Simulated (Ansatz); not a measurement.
Basis sets compared for SiH2Me(NHMe) (C₂H₉NSi). Total charge 0; singlet. Geometry PBE0-D4/def2-SVP. Ansatz on 4 threads of Intel Xeon on a shared host; times are rough, and most runs start from earlier orbitals.

Cartesian coordinates in Å:
```
Si 0.575 0.322 0.545
H 1.541 -0.755 0.935
H 1.404 1.535 0.209
C -0.570 0.773 1.958
H 0.007 1.139 2.821
H -1.162 -0.097 2.278
H -1.266 1.575 1.662
N -0.380 -0.294 -0.766
C 0.162 -0.938 -1.937
H -1.276 0.154 -0.926
H 0.471 -0.241 -2.742
H 1.054 -1.524 -1.661
H -0.559 -1.649 -2.375
```

B3LYP takes the VWN-RPA correlation.

Binding counts from free atoms (Si triplet, H doublet, C triplet, N quartet) in the same basis, without a counterpoise term.

```tsv
level	functions	energy (Eh)	HOMO (eV)	LUMO (eV)	binding per atom (eV)	wall time
HF/STO-3G	33	-419.4169	-7.43	13.37	3.42	0.15 s
HF/6-31G	58	-424.2496	-9.69	4.58	2.50	0.3 s
PBE-D4/def2-SVP	105	-425.3621	-5.02	0.60	3.73	0.65 s
PBE-D4/def2-TZVP (with forces)	184	-425.6219	-5.24	0.03	3.72	1.7 s
r2SCAN-D4/def2-TZVP	184	-425.8459	-5.51	0.55	3.68	1.8 s
B3LYP-D4/6-31G	58	-425.8328	-5.88	1.30	3.54	0.7 s
B3LYP-D4/def2-TZVP	184	-426.0021	-6.40	0.58	3.70	1.4 s
PBE0-D4/def2-SVP	105	-425.4189	-6.45	1.48	3.69	0.8 s
PBE0-D4/def2-TZVP	184	-425.6733	-6.60	0.86	3.68	1.6 s
```

(1) Estimate the rows for PBE-D4/def2-TZVPD, r2SCAN-D4/def2-TZVPD, PBE0-D4/def2-TZVPD.

Results:

(1) 
```
               level  functions  energy (Eh)  HOMO (eV)  LUMO (eV)  binding per atom (eV)  wall time
   PBE-D4/def2-TZVPD        235    -425.6235      -5.30      -0.34                   3.73      1.9 s
r2SCAN-D4/def2-TZVPD        235    -425.8470      -5.55       0.30                   3.68      2.8 s
  PBE0-D4/def2-TZVPD        235    -425.6746      -6.64       0.32                   3.69      2.1 s
```
